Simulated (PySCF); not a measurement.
Dipole response of Li (lithium, neutral)

[He] 2s1, 2S determinant. Computed with PySCF 2.14 in aug-cc-pVQZ with one added diffuse shell each of s, p, d, f, g type (7s6p5d4f3g, 105 functions), with the non-relativistic Hamiltonian (point nucleus). Coupled (time-dependent) response in atomic units; α is the mean over directions.

| method | mean α (bohr³) | C₆ (like pair) | S(−4) |
| --- | --- | --- | --- |
| UHF | 169.8 | 1475 | 37170 |
| PBE | 143.5 | 1145 | 26720 |
| PBE0 | 147.9 | 1198 | 28320 |
| MN15 | 131.4 | 852.3 | 33850 |

S(−4) is the Cauchy moment in α(ω) = α(0) + S(−4) ω² + …

Reference α: 164.1 bohr³ (recommended; Schwerdtfeger and Nagle, table of static dipole polarizabilities (2023 update)). Published C₆: 1392 (Chu and Dalgarno (2004); Tang, Norbeck and Certain (1976)).

α(iu) at PBE:

```tsv
u (hartree)	α(iu) (bohr³)
0	143.5
0.0500	98.13
0.100	50.82
0.200	17.93
0.300	8.908
0.500	3.600
0.750	1.772
1.00	1.090
1.50	0.5663
2.00	0.3603
3.00	0.1888
5.00	0.07891
```

A single London oscillator, α(iu) = α/(1 + u²/ω²), gives C₆ = (3/4) ω α². Matching the computed C₆ needs ω = 4 × 1145 / (3 × 143.5²) = 0.0741 hartree.
